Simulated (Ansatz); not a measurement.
Geometry optimisation, RKS PBE-D4/def2-SVP (Ansatz 0.2.0).

input.yaml

```yaml
crystal:
  periodic: [false, false, false]
  atoms:
    - { symbol: F, position_ang: [-1.2084, 1.9089, 0.4039] }
    - { symbol: C, position_ang: [-1.6363, 0.717, -0.103] }
    - { symbol: F, position_ang: [-2.2381, -0.025, 0.8955] }
    - { symbol: Sn, position_ang: [0.1672, -0.2939, -0.8578] }
    - { symbol: C, position_ang: [1.4644, -0.6691, 0.7376] }
    - { symbol: Br, position_ang: [2.056, 1.0436, 1.4817] }
    - { symbol: H, position_ang: [-2.34, 0.8599, -0.9182] }
    - { symbol: H, position_ang: [-0.3586, -1.8176, -1.5552] }
    - { symbol: H, position_ang: [0.8753, 0.6958, -2.0331] }
    - { symbol: H, position_ang: [0.9568, -1.2473, 1.5714] }
    - { symbol: H, position_ang: [2.327, -1.2292, 0.3978] }
basis:
  gaussian: { orbitals: def2-SVP }
hamiltonian:
  xc: pbe
  dispersion: d4
relax:
  f_tol: 0.015
  max_steps: 40
```

Launched with:

```bash
$ ansatz run input.yaml --threads 2 --pin off --max-ram 3072MiB --backend cpu --events-out ev --progress --plain --runs-dir out
```

Question: Where does it end, and by what steps?

Answer: It converged. After 11 steps the energy has fallen by 0.168 eV; F3 moved furthest, 0.29 Å.

| step | energy less start (eV) | largest force component (eV/Å) | accepted |
| --- | --- | --- | --- |
| 0 | 0.0000 | 1.633 | yes |
| 1 | -0.1316 | 0.483 | yes |
| 2 | -0.1594 | 0.154 | yes |
| 3 | -0.1621 | 0.092 | yes |
| 4 | -0.1635 | 0.025 | yes |
| 5 | -0.1639 | 0.211 | yes |
| 6 | -0.1659 | 0.087 | yes |
| 7 | -0.1669 | 0.027 | yes |
| 8 | -0.1673 | 0.086 | yes |
| 9 | -0.1677 | 0.038 | yes |
| 10 | -0.1678 | 0.018 | yes |
| 11 | -0.1679 | 0.009 | yes |

```xyz
11
Properties=species:S:1:pos:R:3
F -1.323 1.975 0.294
C -1.625 0.702 -0.099
F -1.976 -0.027 1.013
Sn 0.167 -0.280 -0.971
C 1.420 -0.673 0.771
Br 2.164 0.996 1.472
H -2.513 0.746 -0.773
H -0.313 -1.775 -1.710
H 0.993 0.745 -2.085
H 0.805 -1.120 1.574
H 2.266 -1.344 0.535
```

Time of the run: 26 s on 2 threads of Intel(R) Xeon(R) 6975P-C (Granite Rapids) (shared host), peak memory 0.22 GiB.
